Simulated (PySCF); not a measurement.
Compound: C6H4F3P.
Numbering: `[F:1][C:2]([F:3])([F:4])[c:5]1[cH:6][cH:7][cH:8][cH:9][p:10]1` (hydrogens: H11 on C6; H12 on C7; H13 on C8; H14 on C9)

Structure used (GFN2-xTB), in Å, numbered top down from 1:
```
atom  x, y, z in Å
F1    -2.532   -1.849    0.134
C2    -2.186   -0.599   -0.214
F3    -2.596   -0.435   -1.487
F4    -2.946    0.228    0.525
C5    -0.719   -0.352   -0.046
C6    -0.273    0.956   -0.128
C7     1.059    1.304    0.002
C8     2.055    0.362    0.219
C9     1.814   -0.991    0.322
P10    0.266   -1.767    0.211
H11   -1.006    1.735   -0.294
H12    1.330    2.347   -0.067
H13    3.075    0.710    0.312
H14    2.657   -1.649    0.489
```

Vertical excitations from PySCF (density fitting, frozen core in the response, grid level 2 and gas phase unless stated; continuum runs use non-equilibrium linear response for the excitations) on a GFN2-xTB geometry. Reference run:

```json
{"settings": "CAM-B3LYP/def2-SVPD, full TDDFT, 8 singlets", "S1, eV (f)": "4.84 (0.020)", "S2, eV (f)": "5.09 (0.017)", "S3, eV (f)": "5.21 (0.094)", "S4, eV (f)": "5.74 (0.001)", "S5, eV (f)": "6.13 (0.345)", "S6, eV (f)": "6.49 (0.000)", "T1, eV (Tamm–Dancoff)": "3.20", "mean α (au)": "92.9"}
```

What do these settings give: (1) wB97X/6-31G, grid level 4, damping 0.3 at the start, DIIS from the seventh cycle, TDA, 25 singlets; (2) B97-D/6-31G*, full TDDFT, 3 singlets?

```
                                                                                          settings    S1, eV (f)    S2, eV (f)    S3, eV (f)    S4, eV (f)    S5, eV (f)    S6, eV (f)  T1, eV (Tamm–Dancoff)  mean α (au)
wB97X/6-31G, grid level 4, damping 0.3 at the start, DIIS from the seventh cycle, TDA, 25 singlets  5.20 (0.015)  5.22 (0.041)  5.79 (0.164)  6.30 (0.002)  6.74 (0.000)  7.01 (0.446)                   3.30         74.3
                                                              B97-D/6-31G*, full TDDFT, 3 singlets  4.64 (0.003)  4.72 (0.014)  5.04 (0.003)             –             –             –                   3.27         80.5
```

(1) S1 moves by +0.36 eV; functional, basis and response scheme change together, so the shift can't be laid on one. (2) S1 moves by -0.20 eV; functional and basis change together, so the shift can't be laid on one. States are counted by energy in each run and needn't keep their character from row to row.

All basis functions are spherical, in the Pople sets too.

Which orbital pairs make up S1 in each run, and how does it sit against the orbital gap?

| settings | S1 configurations (weight) | S1 (eV) | orbital gap (eV) | S1 − gap (eV) |
| --- | --- | --- | --- | --- |
| CAM-B3LYP/def2-SVPD, full TDDFT, 8 singlets | H→L+1 0.45, H−1→L 0.33, H→L 0.17 | 4.84 | 7.79 | -2.95 |
| wB97X/6-31G, grid level 4, damping 0.3 at the start, DIIS from the seventh cycle, TDA, 25 singlets | H−2→L 0.44, H→L+1 0.41, H→L 0.10 | 5.20 | 9.78 | -4.58 |
| B97-D/6-31G*, full TDDFT, 3 singlets | H−2→L 0.50, H→L+1 0.43 | 4.64 | 3.96 | +0.68 |

